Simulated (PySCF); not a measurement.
Compound: C3H8O3SeSi.
Numbering: `[CH3:1][O:2][C:3](=[O:4])[Si@H:5]([SeH:6])[O:7][CH3:8]` (hydrogens: H9, H10, H11 on C1; H12 on Si5; H13 on Se6; H14, H15, H16 on C8)

Computed by this run: PBE0-D3(BJ)/def2-SVP geometry optimisation, gas phase in PySCF; density fitting, grid level 1; the optimiser is geomeTRIC in internal coordinates, started from a GFN2-xTB structure.

Step 4: E = -82572.8413 eV
```
atom  x, y, z in Å  |  force x, y, z in eV/Å
C1      3.1437    0.2085    0.3475   -0.010  -0.006  -0.001
O2      1.7473    0.4584    0.4582    0.013   0.027  -0.002
C3      1.0089   -0.5136    0.9907    0.021   0.036   0.036
O4      1.4674   -1.5575    1.3846   -0.007  -0.046  -0.031
Si5    -0.8568   -0.0327    1.0653    0.006  -0.027   0.000
Se6    -1.8788   -1.8909    1.8744   -0.065   0.064   0.077
O7     -1.2888    0.3470   -0.4858    0.034  -0.012  -0.011
C8     -2.5938    0.5070   -0.9696   -0.024  -0.001  -0.012
H9      3.3317   -0.6398   -0.3267    0.001  -0.007   0.000
H10     3.5763   -0.0240    1.3313    0.000   0.000  -0.001
H11     3.5874    1.1232   -0.0604    0.000   0.003  -0.006
H12    -1.0617    1.1404    1.9627   -0.034   0.009  -0.015
H13    -0.5506   -2.5302    1.8574    0.060  -0.043  -0.038
H14    -3.0664    1.4244   -0.5751   -0.003   0.002   0.005
H15    -2.5547    0.5864   -2.0659    0.003   0.007  -0.003
H16    -3.2348   -0.3557   -0.7120    0.004  -0.004   0.002
```

Step 5: E = -82572.8491 eV
```
atom  x, y, z in Å  |  force x, y, z in eV/Å
C1      3.1475    0.2026    0.3527   -0.035   0.008  -0.004
O2      1.7540    0.4674    0.4677    0.002   0.104   0.007
C3      1.0069   -0.5024    0.9898    0.065  -0.057   0.013
O4      1.4618   -1.5591    1.3557   -0.098  -0.012  -0.024
Si5    -0.8600   -0.0125    1.0770    0.096  -0.044   0.047
Se6    -1.8640   -1.8513    1.9468    0.025   0.032   0.017
O7     -1.2890    0.3510   -0.4787   -0.025  -0.035  -0.028
C8     -2.5945    0.4935   -0.9712    0.009   0.000  -0.003
H9      3.3244   -0.6446   -0.3258    0.007  -0.007   0.002
H10     3.5777   -0.0389    1.3354    0.009  -0.006  -0.006
H11     3.5994    1.1153   -0.0510    0.004  -0.003  -0.006
H12    -1.0680    1.1663    1.9647   -0.031   0.025  -0.020
H13    -0.5654   -2.5379    1.7768   -0.033  -0.004  -0.006
H14    -3.0902    1.3928   -0.5632    0.001  -0.004   0.007
H15    -2.5469    0.5965   -2.0653    0.004   0.000   0.003
H16    -3.2174   -0.3880   -0.7349    0.002   0.001   0.004
```

Problem. Estimate the geometry and energy of step 6. (The exact step hangs on the optimiser's Hessian estimate; all steps are aligned on step 5, rigid shifts and turns removed.)

Solution. E = -82572.8547 eV, largest force 0.184 eV/Å
```
atom  x, y, z in Å  |  force x, y, z in eV/Å
C1      3.1568    0.2027    0.3622   -0.050   0.014   0.001
O2      1.7677    0.4851    0.4933    0.027   0.129   0.007
C3      1.0077   -0.4928    0.9795    0.051  -0.103   0.037
O4      1.4474   -1.5714    1.2977   -0.119   0.027  -0.043
Si5    -0.8549    0.0143    1.0881    0.163  -0.031   0.082
Se6    -1.8485   -1.7870    2.0363    0.005   0.003  -0.054
O7     -1.2856    0.3468   -0.4740   -0.073  -0.059  -0.045
C8     -2.5933    0.4677   -0.9696    0.034   0.009   0.011
H9      3.3171   -0.6251   -0.3433    0.010  -0.008   0.001
H10     3.5874   -0.0761    1.3348    0.011  -0.008  -0.006
H11     3.6204    1.1213   -0.0140    0.006  -0.004  -0.006
H12    -1.0666    1.2058    1.9571   -0.018   0.035  -0.026
H13    -0.6305   -2.5484    1.6863   -0.039   0.002   0.030
H14    -3.1117    1.3473   -0.5471   -0.002  -0.003   0.005
H15    -2.5428    0.5930   -2.0611    0.001  -0.006   0.003
H16    -3.1943   -0.4324   -0.7496   -0.007   0.003   0.004
```

The energy changes by -0.0056 eV. The first-order estimate −F·Δx gives -0.0118 eV and the mean of the old and new forces, exact on a quadratic surface, -0.0070 eV. The step makes an angle of 76° with the force vector and moves no atom by more than 0.112 Å.

What follows is the cost of the whole optimisation. Time: 3.9 min of wall time; peak memory 0.85 GiB. Hardware: an Arm Neoverse V2 with one thread (shared host).
